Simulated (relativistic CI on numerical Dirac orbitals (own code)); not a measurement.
# One change at a time: Fe7+

Base calculation: Dirac-Coulomb-Breit CI, KLI orbitals optimised for each configuration, QED by a radiative potential, unscaled Slater integrals.

Configuration list (outside the closed core [Ne]): 3s2.3p6.3d, 3s2.3p5.3d2, 3s2.3p6.4s, 3s.3p6.3d2, 3s2.3p6.4p, 3s2.3p6.4d, 3s2.3p6.4f, 3s2.3p6.5s, 3s2.3p6.5p, 3s2.3p5.3d.4s, 3s2.3p6.5d, 3s2.3p6.5f, 3s2.3p6.5g, 3p6.3d3, 3p5.3d4. Double excitations out of closed p, d and f shells are left out; levels of such configurations are missing from the list, as are those of other unlisted configurations, and high levels can miss mixing partners. These lack a partner that the ground configuration has and come out too high: 3s2.3p5.3d.4s.

The lowest level and the first level of each name with at least 55 % of one term (blank where a level has no safe partner in the second run):

| Level | Base (cm⁻¹) | Shift (cm⁻¹) |
| --- | --- | --- |
| 3s2.3p6.3d 2D_3/2 | 0 | 0 |
| 3s2.3p6.3d 2D_5/2 | 1788 | 0 |
| 3s2.3p5.3d2 4D°_1/2 | 384844 | +890 |
| 3s2.3p5.3d2 4D°_3/2 | 385736 | +890 |
| 3s2.3p5.3d2 4D°_5/2 | 387231 | +890 |
| 3s2.3p5.3d2 4D°_7/2 | 389404 | +890 |
| 3s2.3p5.3d2 4G°_11/2 | 407541 | +890 |
| 3s2.3p5.3d2 4G°_9/2 | 409340 | +890 |
| 3s2.3p5.3d2 4G°_7/2 | 411515 | +890 |
| 3s2.3p5.3d2 4P°_5/2 | 412373 | +890 |
| 3s2.3p5.3d2 4G°_5/2 | 413825 | +890 |
| 3s2.3p5.3d2 4P°_3/2 | 415532 | +891 |
| 3s2.3p5.3d2 4P°_1/2 | 417857 | +891 |
| 3s2.3p5.3d2 4F°_3/2 | 423731 | +891 |

At this charge configurations can still be misplaced by up to about 7 % of their energy. 8 of the 18 excited levels that our extract of the measured tables holds in this range could be paired (the sources list more); they are missed by 1279 cm⁻¹ on average and 2970 at most, and levels without a partner can miss by more.

Problem. One thing was changed in a second run, which moved the levels as shown. Which?
A. configuration mixing switched off
B. Breit term removed
C. QED terms removed
D. only the first 3 configurations
E. P86 correlation estimate

Solution. E. P86 correlation estimate. A correlation estimate moves all levels of a configuration together before mixing; mixed levels move by a weighted share.

LS names give the leading component of a level, which can be under half, so a name can repeat, a term be missing and a line seem to break the LS rules.
